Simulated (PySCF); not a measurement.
HAlF₂S, singlet, geometry from GFN2-xTB (such geometries of metal compounds can be far from the true shape); B3LYP/6-31G, TDDFT in PySCF.

PySCF was given this input:
```python
from pyscf import gto, scf, dft, tdscf

mol = gto.M(
    atom='''
Al   -0.32592073    0.26892201   -0.15955093
F    -1.82191030   -0.09312964   -0.73169965
F     0.11152467    1.85753029   -0.14103737
S     1.10287062   -1.19635519    0.56863388
H     1.98451022   -0.23390889    0.83065323
''',
    basis='6-31g',
    verbose=3,
)

mf = dft.RKS(mol)
mf.xc = 'b3lyp'
mf.kernel()
td = mf.TDDFT()
td.nstates = 15
td.kernel()
td.analyze()
```

It wrote (shortened):

```
converged SCF energy = -840.991192639907
Excitation energies (eV)
[5.35360162 6.4246055  7.18465031 7.51284473 7.66934829 7.9505297
 7.99200408 8.61023282 8.62495487 8.69639585 8.82389244 8.88504952
 9.07878637 9.37572053 9.45827541]

** Singlet excitation energies and oscillator strengths **
Excited State   1:      5.35360 eV    231.59 nm  f=0.0350
Excited State   2:      6.42461 eV    192.98 nm  f=0.0024
Excited State   3:      7.18465 eV    172.57 nm  f=0.0015
Excited State   4:      7.51284 eV    165.03 nm  f=0.3856
Excited State   5:      7.66935 eV    161.66 nm  f=0.0316
Excited State   6:      7.95053 eV    155.94 nm  f=0.0578
Excited State   7:      7.99200 eV    155.14 nm  f=0.0000
Excited State   8:      8.61023 eV    144.00 nm  f=0.0666
Excited State   9:      8.62495 eV    143.75 nm  f=0.0023
Excited State  10:      8.69640 eV    142.57 nm  f=0.0002
Excited State  11:      8.82389 eV    140.51 nm  f=0.1104
Excited State  12:      8.88505 eV    139.54 nm  f=0.0317
Excited State  13:      9.07879 eV    136.56 nm  f=0.0637
Excited State  14:      9.37572 eV    132.24 nm  f=0.0059
Excited State  15:      9.45828 eV    131.09 nm  f=0.1061
```
